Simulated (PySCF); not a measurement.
## Ionisation energy of Ag⁺ by level of theory

Ag⁺ [Kr] 4d10 (1S) → Ag²⁺ [Kr] 4d9 (2D), as a difference of total energies. All numbers are calculated (PySCF 2.14, scalar relativity through the core potential, in aug-cc-pwCVTZ-PP with ECP28MDF). Correlated levels: valence: 4s2 4p6 frozen; valence and next inner shell: nothing frozen outside the core potential. The calculations carry no spin-orbit coupling.

```csv
method,ionisation energy (eV)
UHF,19.659
LDA,22.168
PBE,21.724
PBE0,21.499
M06-L,21.506
TPSSh,21.337
MP2 (valence),21.831
SCS-MP2 (valence),21.612
MP2 (valence and next inner shell),21.820
SCS-MP2 (valence and next inner shell),21.541
```

Problem. Estimate what r2SCAN gives.

Solution. 21.492 eV, closest to PBE0 among the rows shown.

Problem. Estimate what BP86 gives.

Solution. 21.828 eV, closest to MP2 (valence) among the rows shown.

The reference lies between the lowest fine-structure levels, while these numbers refer to the centres of the terms.

Errors of the correlated levels include the incompleteness of this basis and the frozen core.

For comparison: 21.484 eV (measured; NIST Atomic Spectra Database, ionization energies).
